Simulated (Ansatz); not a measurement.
Cs₂I₂⁻, relaxed as a quartet with UKS PBE-D4/def2-SVPD in Ansatz, starting from the PBE-D4/def2-SVPD geometry of the charge -1 doublet. Force threshold 0.02 eV/Å.

In the def2 sets Cs, I take a core potential; there is no spin–orbit coupling. The highest occupied level of the charge -1 quartet lies above zero (up to 0.26 eV). It is a level of α spin, whose loss leaves a triplet; that state wasn't run at this geometry and level. The electron is either unbound and held by the finite basis, or the level is raised by self-interaction error. The relaxation made no stability test and no search for a lower SCF solution. At PBE-D4/def2-SVPD a doublet of charge -1 lies 2.79 eV below the quartet, each at its own geometry. The structure comes from a short search, and lower isomers may exist.

Start:

Cartesian coordinates in Å:
```
Cs 2.0478 0.7628 -1.1603
Cs -2.0499 -0.7517 1.1652
I 1.5192 -0.7850 2.1632
I -1.5172 0.7739 -2.1681
```

| step | energy (eV) | largest force component (eV/Å) | SCF passes |
| --- | --- | --- | --- |
| 1 | -17301.1830 | 0.380 | 44 |
| 2 | -17301.2822 | 0.248 | 26 |
| 3 | -17301.3581 | 0.091 | 29 |
| 4 | -17301.3782 | 0.033 | 33 |
| 5 | -17301.4319 | 0.162 | 61 |
| 6 | -17301.5456 | 0.233 | 29 |
| 7 | -17301.6224 | 0.269 | 23 |
| 8 | -17301.7885 | 0.310 | 21 |
| 9 | -17301.9549 | 0.251 | 19 |
| 10 | -17302.0256 | 0.157 | 18 |
| 11 | -17302.0407 | 0.054 | 19 |
| 12 | -17302.0423 | 0.003 | 18 |

Force components are those of the run's own axes.

End:

Cartesian coordinates in Å:
```
Cs 2.962 1.190 -1.647
Cs -2.983 -1.008 1.728
I 0.919 -0.558 1.256
I -0.898 0.376 -1.337
```

Bonds formed: I3–I4 (atoms count from 1). Metal–metal contacts that move far: Cs1–Cs2 4.95 to 7.18 Å.

No frequencies were taken in this run, so the end may be a saddle point.

It took 39 s on 4 threads of Arm Neoverse V1 on a shared host.
